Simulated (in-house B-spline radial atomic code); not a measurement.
How numerical settings move a run on Nb7+, [Ar] 3d10 4s2 4p4. Computed with a B-spline radial code for spherical atoms: scalar-relativistic (X2C) Hartree-Fock, spin-polarised, averaged over the determinants with the given up and down occupations, Fermi nucleus of rms radius 4.324 fm.

Command:
```bash
python run_scf.py task.json out
```
Settings of the sound reference run:
```
Z                41
electrons        34
configuration    [Ar] 3d10 4s2 4p4
hamiltonian      x2c
method           hf
spin_polarised   True
nucleus          fermi
rms_radius       4.324
mass_number      93
atomic_mass      92.90637
speed_of_light   137.036
knot_spacing     0.22
spline_order     8
gauss_points     12
box_radius       7.79
max_iterations   70
damping          0.5
damped_steps     3
diis_vectors     10
tolerance        1e-08
start            Thomas-Fermi
```

Run time, properties included: 0.34 s on 1 thread of Arm Neoverse N1 (shared host).

It converges in 10 iterations to -3804.435026 hartree, with 4p down at -136.029 eV. The other runs change the listed settings, some to values that make no sense; their results aren't properties of the atom or ion. Radii are in bohr (the nuclear one in fm), a minus after a letter asks for a j subshell, and «unchanged» means within 1e-8 hartree. The run stops when the residual is below 10 × tolerance × max(1, Z/10), or a noise floor if that is larger, and the energy moves by less than 1e-8 × √|E| hartree; so very loose and very tight tolerances often act alike.

| changed settings | outcome |
| --- | --- |
| first_knot = 2.44e-05 | converged in 10 iterations, energy -3.54e-07 hartree from the reference, 4p down level -6.5e-07 eV |
| spline_order = 7, first_knot = 0.000244, max_iterations = 75, start = bare nucleus | converged in 10 iterations, energy -1.06e-04 hartree from the reference, 4p down level +1.8e-06 eV |
| first_knot = 0.0732 | converged in 10 iterations, energy +2.64e+00 hartree from the reference, 4p down level -1.2e-02 eV |
| first_knot = 0.00732 | converged in 10 iterations, energy -1.64e-02 hartree from the reference, 4p down level +8.4e-05 eV |
| gauss_points = 3 | converged in 27 iterations, energy -1.78e+04 hartree from the reference, 4p down level +4.3e+00 eV |
| spline_order = 4, gauss_points = 16, first_knot = 0.000244, max_iterations = 75, diis_vectors = 20 | converged in 10 iterations, energy +1.65e-03 hartree from the reference, 4p down level +1.6e-04 eV |
| hamiltonian = dirac | stopped with error: spin polarisation is not served with the Dirac Hamiltonian |
| gauss_points = 16 | converged in 10 iterations, energy -2.10e-08 hartree from the reference |
| spline_order = 7, gauss_points = 8, max_iterations = 75 | converged in 10 iterations, energy +1.07e-07 hartree from the reference, 4p down level -3.4e-07 eV |
| electrons = 35, configuration = [Ar] 3d10 4s2 4p4 5p-1, max_iterations = 50 | stopped with error: j subshells need the Dirac Hamiltonian and l > 0 |
| box_radius = 1.17 | converged in 8 iterations, energy +3.47e+01 hartree from the reference, 4p down level +1.9e+02 eV (the program warns: 4p down has a positive eigenvalue: unbound, held by the box; 4s down has a positive eigenvalue: unbound, held by the box) |
| box_radius = 0.47 | converged in 8 iterations, energy +1.24e+03 hartree from the reference, 4p down level +4.0e+03 eV (the program warns: 4p down has a positive eigenvalue: unbound, held by the box; 3s up has a positive eigenvalue: unbound, held by the box) |
| gauss_points = 5 | converged in 10 iterations, energy -2.78e-07 hartree from the reference |
| gauss_points = 6 | converged in 10 iterations, energy -2.32e-07 hartree from the reference, 4p down level -2.8e-07 eV |
| box_radius = 0.78, max_iterations = 12, diis_vectors = 2 | converged in 9 iterations, energy +2.03e+02 hartree from the reference, 4p down level +8.7e+02 eV (the program warns: 4p down has a positive eigenvalue: unbound, held by the box; 4s up has a positive eigenvalue: unbound, held by the box) |
| box_radius = 3.9 | converged in 10 iterations, energy +2.62e-04 hartree from the reference, 4p down level +5.6e-03 eV (the program warns: 4p down reaches the box edge; 4s up reaches the box edge) |
| box_radius = 0.78 | converged in 8 iterations, energy +2.03e+02 hartree from the reference, 4p down level +8.7e+02 eV (the program warns: 4p down has a positive eigenvalue: unbound, held by the box; 4s up has a positive eigenvalue: unbound, held by the box) |
| box_radius = 15.58 | converged in 10 iterations, energy -5.41e-07 hartree from the reference, 4p down level -4.2e-07 eV |
| box_radius = 31.16 | converged in 10 iterations, energy -7.17e-07 hartree from the reference |
| box_radius = 0.31 | converged in 7 iterations, energy +4.29e+03 hartree from the reference, 4p down level +1.1e+04 eV (the program warns: 4p down has a positive eigenvalue: unbound, held by the box; 3s up has a positive eigenvalue: unbound, held by the box) |

**Question.** What happens with first_knot = 2.44e-06?

**Answer.** Converged in 9 iterations, energy +6.75e-07 hartree from the reference, 4p down level -9.4e-06 eV.

**Question.** What happens with first_knot = 0.0244?

**Answer.** Converged in 10 iterations, energy +2.69e-01 hartree from the reference, 4p down level -1.3e-03 eV.

**Question.** What happens with electrons = 37, configuration = [Ar] 3d10 4s2 4p4 5s3, max_iterations = 100?

**Answer.** Stopped with error: shell 5s holds at most 1 electrons (per spin).

**Question.** What happens with first_knot = 0.000244?

**Answer.** Converged in 10 iterations, energy -1.08e-04 hartree from the reference.
